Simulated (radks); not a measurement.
Question: These are the eigenvalues of the occupied orbitals of an atom or ion with whole-number occupations (eV). Calculated with a radial shooting solver on a logarithmic mesh with Libxc functionals: Dirac Kohn-Sham, PBEsol, spin-unpolarised, spherical densities, finite nucleus; Fermi nuclear charge, rms radius of each element as measured or else 0.836 A^(1/3) + 0.57 fm.

1s1/2: -73729.38
2s1/2: -12849.60
2p1/2: -12307.43
2p3/2: -10777.15
3s1/2: -3005.664
3p1/2: -2762.298
3p3/2: -2428.630
3d3/2: -2019.460
3d5/2: -1947.152
4s1/2: -650.1391
4p1/2: -547.9145
4p3/2: -469.4476
4d3/2: -301.3673
4d5/2: -286.8310
5s1/2: -111.7617
5p1/2: -80.0838
4f5/2: -74.0241
4f7/2: -71.2158
5p3/2: -67.6729
5d3/2: -26.0121
5d5/2: -24.7920
6s1/2: -22.0859

Which element is it, and in what charge state? The configuration may be excited. Open shells, if any, are shared by 2j + 1.

Answer: Z = 76, osmium, charge +2: Os2+ in [Xe] 4f14 5d5 6s1. The list shows which subshells hold electrons but not how many an open one holds; the 1s level, -2709.5 hartree, gives Z - s = 73.6 by -(Z - s)^2/2, which with screening and relativity narrows Z to a few neighbours, and the depths of the outer levels then fix element, charge and occupations together.
